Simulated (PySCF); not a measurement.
Al(F)2(SiH3) (AlF2H3Si), SMILES [F][Al]([F])[SiH3]. Atoms are numbered in the order given.

```xyz
7

Al    -0.4204     0.2313    -0.2940
F     -1.9003    -0.4979    -0.4928
F     -0.2256     1.7074    -1.0325
Si     1.3783    -0.7807     0.9856
H      1.8797     0.1837     2.0091
H      2.5101    -1.1248     0.0737
H      0.9133    -2.0217     1.6690
```

Geometry optimised at B3LYP-D3(BJ)/def2-SVP.

These are PySCF with M06-2X/def2-TZVPD values and carry that method's errors.

ESP charges are fitted to the potential on shells at 1.4 to 2.0 van der Waals radii. Atomic charges (e):

| atom | ESP fit | meta-Löwdin |
|---|---|---|
| Al1 | 1.11 | [?] |
| F2 | -0.46 | [?] |
| F3 | -0.46 | [?] |
| Si4 | -0.39 | [?] |
| H5 | 0.07 | [?] |
| H6 | 0.07 | [?] |
| H7 | 0.07 | [?] |

**Question.** Complete the blanks. (The exact figures need the calculation; the answer reports its results.)

**Answer.** 
- Al1, meta-Löwdin: 1.18
- F2, meta-Löwdin: -0.56
- F3, meta-Löwdin: -0.56
- Si4, meta-Löwdin: 0.13
- H5, meta-Löwdin: -0.06
- H6, meta-Löwdin: -0.06
- H7, meta-Löwdin: -0.06
